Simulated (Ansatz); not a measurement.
Cost and result for the atomization energy of `CO[SiH](N)[SiH3]` (14 atoms, 13 bonds).

Z-matrix (Å, degrees):
```
C
O 1 1.407
H 1 1.096 2 111.7
H 1 1.097 2 111.7 3 121.4
H 1 1.092 2 108.4 3 -119.3
Si 2 1.652 1 122.7 3 -68.5
Si 6 2.347 2 110.3 1 71.9
N 6 1.704 2 112.1 1 -168.4
H 6 1.492 2 107.4 1 -50.1
H 7 1.491 6 110.0 2 78.1
H 7 1.490 6 111.5 2 -41.3
H 7 1.488 6 111.2 2 -162.0
H 8 1.007 6 120.9 2 72.5
H 8 1.007 6 120.8 2 -75.9
```

The species carries charge 0 and has multiplicity 1. Geometry: relaxed with PBE0-D4/def2-TZVP. It is one conformer, not always the lowest. Program: Ansatz. All runs use 2 threads of an AMD EPYC 7R13 on a shared host and a share of an NVIDIA H100 80 GB. Times are those of one run each, without the atoms' runs, and a repeat can differ threefold. Electronic energies, without spin–orbit coupling; frozen cores. CCSD(T)/CBS adds CCSD(T) − MP2 in def2-TZVPP to the MP2 limit, and its time is that of the two runs behind it. T1 = 0.012. B3LYP takes the VWN-RPA correlation (the form of Gaussian; ORCA's B3LYP/G).

CCSD(T)/CBS is a level of theory with its own doubt, some kJ/mol a heavy atom from the limit and from the frozen cores, so smaller differences don't rank the functionals.

| level | functions | wall time | atomization (kcal/mol) | difference from CCSD(T)/CBS | per bond |
| --- | --- | --- | --- | --- | --- |
| PBE0-D4/def2-TZVPP | 303 | 2.2 s | 1143.5 | -10.5 | -0.8 |
| B3LYP-D4/def2-TZVPP (with forces) | 303 | 2.4 s | 1153.5 | -0.5 | 0.0 |
| r2SCAN-D4/def2-TZVPP (with forces) | 303 | 2.6 s | 1149.5 | -4.5 | -0.3 |
| PBE-D4/def2-TZVPP (with forces) | 303 | 2.6 s | 1158.8 | 4.8 | 0.4 |
| ωB97M-V/def2-TZVPP (with forces) | 303 | 3.8 s | 1154.7 | 0.7 | 0.1 |
| MP2/def2-QZVPP | 581 | 3.9 s | 1146.9 | -7.1 | -0.5 |
| ωB97X-V/def2-TZVPP | 303 | 4.2 s | 1159.0 | 5.0 | 0.4 |
| B2PLYP/def2-TZVPP | 303 | 4.3 s | 1138.0 | -16.0 | -1.2 |
| CCSD(T)/def2-TZVPP | 303 | 4.5 s | 1121.3 | -32.7 | -2.5 |
| CCSD(T)/CBS(def2) | – | 8.3 s | 1154.0 | 0.0 | 0.0 |

From PBE to PBE0 (25 % exact exchange), in def2-TZVPP and without D4, the atomization energy moves by −14.3 kcal/mol: exact exchange takes away binding that semilocal exchange gives to molecules. The D4 term adds +11.3 kcal/mol with B3LYP and +6.0 kcal/mol with PBE0; it sums over pairs of atoms, weighted by their polarisabilities, and B3LYP, whose exchange is more repulsive, gets the larger term. In def2-TZVPP, CCSD(T) changes the Hartree–Fock value by +284.5 kcal/mol (the triples alone add +13.8 kcal/mol) and MP2 by +290.5 kcal/mol; breaking electron pairs costs correlation energy, which Hartree–Fock lacks.
